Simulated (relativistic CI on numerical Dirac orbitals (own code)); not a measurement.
## Fe4+ in a cubic cluster: 3s photoemission with charge transfer

Computed with a charge-transfer multiplet model of a cubic metal-ligand cluster with up to 2 ligand holes, Slater and spin-orbit integrals from Dirac-Coulomb-Breit ions, Slater integrals scaled by 0.8. The ground state mixes d4 with configurations of k ligand holes L, whose averages lie at kΔ + k(k − 1)U_dd/2; a core hole lowers each added d electron by U_cd. 300 K, Lorentzian 1.4 eV and Gaussian 0.8 eV FWHM.

Atomic integrals in eV (Slater integrals scaled, ζ unscaled), ground: F2dd 10.374, F4dd 6.521, zeta_d 0.064; with the core hole: F2dd 11.113, F4dd 7.017, zeta_d 0.072, G2cd 10.758.

Cluster parameters (eV): Δ = 0.7, U_dd = 5.8, U_cd = 6.5, 10Dq = 0.75, 10Dq(ligand) = 0.5, final-state hopping factor = 0.8.

| Case | n_d | d4 | d5L | d6L2 | S |
| --- | --- | --- | --- | --- | --- |
| V(eg) = 2.65 eV, V(t2g) = -1.22 eV | 4.78 | 0.32 | 0.59 | 0.10 | 2.00 |
| V(eg) = 2.95 eV, V(t2g) = -1.36 eV | 4.79 | 0.31 | 0.58 | 0.11 | 2.00 |
| V(eg) = 3.55 eV, V(t2g) = -1.63 eV | 4.82 | 0.31 | 0.56 | 0.13 | 2.00 |

Weights, n_d and S are thermal averages at 300 K. Binding energies count from the first peak over 30 % of the highest in each spectrum, which can be another peak from case to case. The parameters are a model scan and need not match a compound or its usual spin state. Peaks in eV (height, largest 100):
- V(eg) = 2.65 eV, V(t2g) = -1.22 eV: 0.0 (100), 5.6 (13), 8.9 (18), 11.8 (71), 19.9 (10)
- V(eg) = 2.95 eV, V(t2g) = -1.36 eV: 0.0 (100), 5.7 (14), 11.7 (68), 20.6 (10)
- V(eg) = 3.55 eV, V(t2g) = -1.63 eV: 0.0 (100), 6.0 (14), 11.5 (65), 21.9 (9)

For the case V(eg) = 2.65 eV, V(t2g) = -1.22 eV, Δ = 0.7 eV is smaller than U_dd = 5.8 eV, the charge-transfer side of the Zaanen-Sawatzky-Allen scheme. With the core hole the average of the configuration with one ligand hole lies at Δ − U_cd = -5.8 eV before mixing: it lies below the unscreened one, so the lowest final states are mostly screened and the unscreened weight appears at higher binding energy as a satellite.

With at most 2 ligand holes the space is cut while the next configuration still counts, so covalency is underestimated, and a final configuration with one more ligand hole, which can lie low, is missing from the spectra.

Without intra-shell correlation the exchange splitting of the 3s hole comes out too large.
